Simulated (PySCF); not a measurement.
Gas-phase reaction: 2 SnH₄ + SnF₃ + H ⇌ 3 SnH₃F

Computed with PySCF and rigid-rotor harmonic-oscillator thermochemistry at 1 bar. † marks an energy on the PBE0/def2-TZVP geometry and frequencies; other levels use their own. CCSD(T) freezes the core. Open shells (unrestricted): SnF₃ (multiplicity 2), H (multiplicity 2); the rest are closed-shell singlets. B3LYP is the form with VWN-RPA correlation. Sn: scalar-relativistic def2 core potential, no spin-orbit coupling. SnF₃, SnH₃F: computed as isolated molecules; such fragments, hydroxides, amides, oligomers or adducts are transient or little studied in the gas. CCSD(T) isn't extrapolated to the basis-set limit; its ΔH°(298 K) is -291.3 kJ in def2-SVP and -303.7 kJ in def2-TZVPP. The harmonic model lacks anharmonicity and excited electronic states, which grow with temperature; levels with a mode under 35 cm⁻¹ are left out.

| level | ΔE electronic, kJ | ΔH°(298 K), kJ | ΔS°(298 K), J/K | ΔG°(1600 K), kJ |
|---|---|---|---|---|
| B3LYP/def2-TZVP† | -307 | -292 | -94 | -131 |
| BLYP/def2-TZVP† | -289 | -274 | -94 | -113 |
| CCSD(T)/def2-SVP† | -306 | -291 | -94 | -131 |
| CCSD(T)/def2-TZVPP† | -319 | -304 | -94 | -143 |
| PBE/def2-SVP | -275 | -261 | -97 | -95 |
| PBE0/def2-QZVP† | -301 | -286 | -94 | -126 |
| PBE0/def2-TZVP | -300 | -285 | -94 | -124 |
ΔH° is lowest at CCSD(T)/def2-TZVPP† and highest at PBE/def2-SVP. No reference value is set beside these.
